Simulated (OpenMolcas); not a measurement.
# Rh2+: moving or changing the point charges

Rh2+ among 4 point charges of -2.5 e arranged as a tetrahedron (Td), 2.22 Å from the ion.
```
   1.2817    1.2817    1.2817  -2.50
   1.2817   -1.2817   -1.2817  -2.50
  -1.2817    1.2817   -1.2817  -2.50
  -1.2817   -1.2817    1.2817  -2.50
```

```
Program             : OpenMolcas 26.06
Method              : SS-CASPT2, IPEA 0.25 Eh, imaginary shift 0.1 Eh (closed shells correlated: 4s 4p)
Basis               : ANO-RCC-VDZP [6s5p3d1f]
Scalar Hamiltonian  : DKH2, point nucleus
Active space        : 7 electrons in 5 orbitals (4d)
State averaging     : 2S+1 = 4 even, 10 roots; 2S+1 = 2 even, 40 roots
Spin-orbit coupling : state interaction with AMFI integrals over the reference wave functions
```

Runs around this geometry, states (labels of Td). Energies in cm-1 above the lowest state or level, χT in cm3 K/mol.

```json
{"R (Å)": "2.22", "q (e)": "-2", "Ground state": "4A2", "First state of that spin": "4T2 1970", "First gap with spin-orbit (degeneracies)": "1590 (4, 4)", "χT at 300 K": "4.164", "First state of another spin": "2E 14000"}
{"R (Å)": "2.02", "q (e)": "-2.5", "Ground state": "4A2", "First state of that spin": "4T2 2240", "First gap with spin-orbit (degeneracies)": "1840 (4, 4)", "χT at 300 K": "3.977", "First state of another spin": "2T1 13450"}
{"R (Å)": "2.22", "q (e)": "-2.5", "Ground state": "4A2", "First state of that spin": "4T2 2060", "First gap with spin-orbit (degeneracies)": "1750 (4, 4)", "χT at 300 K": "4.083", "First state of another spin": "2S+1 = 2: 13940"}
{"R (Å)": "2.36", "q (e)": "-2.5", "Ground state": "4A2", "First state of that spin": "4T2 1700", "First gap with spin-orbit (degeneracies)": "1450 (4, 4)", "χT at 300 K": "4.262", "First state of another spin": "2E 13880"}
```

Taking the first state of the same spin as R^-n, n = -ln(1700 / 2240) / ln(2.36 / 2.02) = 1.8 between the shortest and longest distance.

Scaling the charges by -2 / -2.5 = 0.80 scales the first state of the same spin by 1970 / 2060 = 0.96; with fixed orbitals a first-order splitting would follow the charge.

Roots that are degenerate in the reference are averaged as groups; the widest CASPT2 spread within a group is 290 cm-1 (the 3-fold group of multiplicity 4 near 1970 cm-1 above the lowest state of its run, R = 2.22, q = -2). Shifts and gaps below about the spread of the groups concerned are not significant. The ground term spreads over less than 5000 cm-1, several times less than with real ligands, so orbital moments are less quenched and χT lies further from the spin-only value than at real sites. Free-ion shares, where given, are those of the reference states; single-state CASPT2 does not remix them. Spin-orbit coupling mixes the spin-free states strongly: the lowest level takes only 68 % from its leading state, 4A2 (holds for R = 2.36, q = -2.5). Point charges carry no covalency, so the field is a model and not that of real ligands. A group larger than the point group allows holds several states that coincide in this model. No measured value stands beside these numbers.

A state without a sure symmetry label is named by its multiplicity alone.
